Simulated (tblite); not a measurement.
Compound: C₄H₅BBr₂N₂.
SMILES with atom numbers: `[CH3:1][C:2]#[N+:3][B-:4]([Br:5])([Br:6])[CH2:7][C:8]#[N:9]` (hydrogens: H10, H11, H12 on C1; H13, H14 on C7)
Bond orders are those of one Lewis drawing.

Computed with GFN2-xTB (tblite), gas phase: L-BFGS steps from a force-field or distance-geometry start until the largest atomic force falls under 0.01 eV/Å.

Geometry at step 42:
```
atom  x, y, z in Å
C1      2.5698    0.9535   -0.5595
C2      1.3752    0.2737   -0.2429
N3      0.4247   -0.3063    0.0392
B4     -0.7381   -1.2009    0.3422
Br5    -0.9970   -2.2853   -1.3232
Br6    -0.1011   -2.2872    1.9034
C7     -2.0349   -0.2646    0.6983
C8     -2.1279    0.7895   -0.2715
N9     -2.1084    1.6199   -1.0597
H10     3.0615    0.4508   -1.3929
H11     2.3542    1.9812   -0.8470
H12     3.2297    0.9416    0.3088
H13    -2.9586   -0.8510    0.6787
H14    -1.9497    0.1845    1.6941
```

**Question.** What forces act on the atoms?

**Answer.** 
```
atom  Fx (eV/Å)  Fy (eV/Å)  Fz (eV/Å)
  C1      0.036     -0.009     -0.025
  C2      0.065     -0.008     -0.007
  N3     -0.142     -0.095     -0.003
  B4      0.063      0.078      0.013
 Br5      0.038     -0.031      0.001
 Br6     -0.021     -0.035      0.023
  C7     -0.022      0.013     -0.015
  C8     -0.025      0.072      0.002
  N9      0.003     -0.026      0.046
 H10      0.013     -0.043     -0.032
 H11     -0.047      0.065      0.017
 H12      0.023      0.027      0.018
 H13      0.008     -0.002     -0.011
 H14      0.006     -0.006     -0.026
```

The largest, 0.17 eV/Å, acts on N3; the rms over all components is 0.041 eV/Å. The forces sum to zero within rounding, as they must for an isolated molecule in no field.

**Question.** Give the force on N3 in Eh/bohr and in nN.

**Answer.** 0.171 eV/Å ÷ 51.422 = 0.00332 Eh/bohr, and 0.171 eV/Å × 1.602 = 0.27 nN.

**Question.** How far is this geometry from the end of the optimisation?

**Answer.** 0.030 eV above it, and 0.498 Å rms away after alignment. The bonds farthest from their final lengths, with half the difference of the two atoms' forces along the bond (positive lengthens):

```
  bond  now (Å)  final (Å)  force along bond (eV/Å)
 B4–C7    1.639      1.662                    +0.01
B4–Br6    2.006      1.989                    +0.02
B4–Br5    2.004      2.011                    +0.04
 C7–C8    1.435      1.429                    +0.02
C1–H11    1.089      1.093                    +0.04
 C2≡N3    1.149      1.151                    +0.11
```

The angle farthest from its final value is C2–N3–B4, 173.5° against 162.1°.

Of the 2 listed bonds off by 0.010 Å or more, this force points towards the final length in 1.

The cost below is that of the whole relaxation. Hardware: one thread of an Arm Neoverse N1, on a shared host. Cost: 1.5 s wall.
